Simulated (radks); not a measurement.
All-electron atom: the cadmium ion Cd39+ in [He] 2s2 2p5. Calculated with a radial shooting solver on a logarithmic mesh with Libxc functionals: scalar-relativistic Kohn-Sham, SOGGA, spin-polarised, spherical densities, finite nucleus; open shells are filled with parallel spins first (spin-orbit coupling, left out, can overturn this in heavy ions); Fermi nuclear charge, rms radius 4.6087 fm.

Unscreened Slater integrals over Kohn-Sham orbitals (eV). They are taken over the spin-up orbitals. Empty in this configuration: 3s.

integral,value
"F0(2p,2p)",222.96
"F2(2p,2p)",106.29
"F0(2p,2s)",203.90
"G1(2p,2s)",115.28
"F0(2p,1s)",302.38
"G1(2p,1s)",57.728
"F0(2p,3s)",104.94
"G1(2p,3s)",11.171
"F0(2s,2s)",191.93
"F0(2s,1s)",269.86
"G0(2s,1s)",26.927
"F0(2s,3s)",102.51
"G0(2s,3s)",8.8934
"F0(1s,1s)",844.95
"F0(1s,3s)",120.61
"G0(1s,3s)",6.4224
"F0(3s,3s)",80.258

Derived for the open shells (J is the average intra-shell exchange parameter used in DFT+U). 2p: J = F2/5 = 21.26 eV.
